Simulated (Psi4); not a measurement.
C2H6BrFInN (SMILES C[N](C)[In]([F])[Br]), singlet, at a GFN2-xTB geometry (such geometries of metal compounds can be far from the true shape) (core potentials on In); R2SCAN/def2-TZVPP run with Psi4.

Input for Psi4:
```
memory 2 GB

molecule {
0 1
  In   -0.08759853   -0.19264545    0.12708618
  F    -1.22222919   -1.86528480    0.29772195
  Br   -0.15947694    0.96130221   -2.11973676
  N     0.96850079    0.04198398    2.08942242
  C     1.56197702   -1.22675385    2.40643554
  C     0.02474970    0.44024780    3.09821787
  H     2.09558980   -1.12810729    3.35664733
  H     0.82388147   -2.03424918    2.52057858
  H     2.27677176   -1.49798084    1.62418734
  H    -0.74700211   -0.31733889    3.29668578
  H     0.57603998    0.60504602    4.02955228
  H    -0.45106303    1.37939210    2.80253723
}

set basis def2-tzvpp

energy('r2scan')
print_variables()
```

Q: Predict the main parts of the log of this Psi4 run.

A: 
```
   => Loading Basis Set <=

    Name: DEF2-TZVPP
    Role: ORBITAL
    Keyword: BASIS

    !!!  WARNING: ECP capability is in beta. Please check occupations closely.  !!!

         ---------------------------------------------------------
                                   SCF
               by Justin Turney, Rob Parrish, Andy Simmonett
                          and Daniel G. A. Smith
                              RKS Reference
         ---------------------------------------------------------

  ==> Geometry <==

    Molecular point group: c1
    Full point group: C1

    Geometry (in Angstrom), charge = 0, multiplicity = 1:

       Center              X                  Y                   Z               Mass
    ------------   -----------------  -----------------  -----------------  -----------------
         IN          -0.053889934509    -0.217655712318     0.259233789670   114.903878776000
         F           -1.188520594509    -1.890295062318     0.429869559670    18.998403162730
         BR          -0.125768344509     0.936291947682    -1.987589150330    78.918337600000
         N            1.002209385491     0.016973717682     2.221570029670    14.003074004430
         C            1.595685615491    -1.251764112318     2.538583149670    12.000000000000
         C            0.058458295491     0.415237537682     3.230365479670    12.000000000000
         H            2.129298395491    -1.153117552318     3.488794939670     1.007825032230
         H            0.857590065491    -2.059259442318     2.652726189670     1.007825032230
         H            2.310480355491    -1.522991102318     1.756334949670     1.007825032230
         H           -0.713293514509    -0.342349152318     3.428833389670     1.007825032230
         H            0.609748575491     0.580035757682     4.161699889670     1.007825032230
         H           -0.417354434509     1.354381837682     2.934684839670     1.007825032230

  Running in c1 symmetry.

  Rotational constants: A =      0.09697  B =      0.02146  C =      0.01943 [cm^-1]
  Rotational constants: A =   2907.08093  B =    643.22060  C =    582.46965 [MHz]
  Nuclear repulsion =  545.665007396490410

  Charge       = 0
  Multiplicity = 1
  Electrons    = 90
  Nalpha       = 45
  Nbeta        = 45

  ==> Algorithm <==

  SCF Algorithm Type is DF.
  DIIS enabled.
  MOM disabled.
  Fractional occupation disabled.
  Guess Type is SAD.
  Energy threshold   = 1.00e-06
  Density threshold  = 1.00e-06
[...]
   @DF-RKS iter   6: -2998.80367736613061   -4.73393e-02   1.63337e-04 DIIS/ADIIS
   @DF-RKS iter   7: -2998.80501215118784   -1.33479e-03   7.29393e-05 DIIS
   @DF-RKS iter   8: -2998.80528407023940   -2.71919e-04   1.40446e-05 DIIS
   @DF-RKS iter   9: -2998.80529187450520   -7.80427e-06   4.56553e-06 DIIS
   @DF-RKS iter  10: -2998.80529225726150   -3.82756e-07   3.29475e-06 DIIS
   @DF-RKS iter  11: -2998.80529263755807   -3.80297e-07   8.85228e-07 DIIS
  Energy and wave function converged.

  ==> Post-Iterations <==

   Electrons on quadrature grid:
      Ntotal   =   89.9999637354 ; deviation = -3.626e-05

    Orbital Energies [Eh]
    ---------------------

    Doubly Occupied:

[...]
    Virtual:

[...]
    Final Occupation by Irrep:
              A
    DOCC [    45 ]
    NA   [    45 ]
    NB   [    45 ]

  @DF-RKS Final Energy: -2998.80529263755807

   => Energetics <=

    Nuclear Repulsion Energy =            545.6650073964904095
    One-Electron Energy =               -5326.1882103819280019
    Two-Electron Energy =                1920.2652411919816586
    DFT Exchange-Correlation Energy =    -138.5473308441020777
    Empirical Dispersion Energy =           0.0000000000000000
    VV10 Nonlocal Energy =                  0.0000000000000000
    Total Energy =                      -2998.8052926375580682

Computation Completed

Properties will be evaluated at   0.000000,   0.000000,   0.000000 [a0]

Properties computed using the SCF density matrix

 Multipole Moments:

 ------------------------------------------------------------------------------------
     Multipole            Electronic (a.u.)      Nuclear  (a.u.)        Total (a.u.)
 ------------------------------------------------------------------------------------

 L = 1.  Multiply by 2.5417464519 to convert [e a0] to [Debye]
 Dipole X            :         -9.7512274           10.3680439            0.6168166
 Dipole Y            :         -5.4797566            5.9396919            0.4599352
 Dipole Z            :        -14.8428395           15.7506245            0.9077850
 Magnitude           :                                                    1.1899902

 ------------------------------------------------------------------------------------

  Variable Map:
  ----------------------------------------------------------------------------
[...]
  Array Variable Map:
  ----------------------------------------------------------------------------
[...]
[...]
```
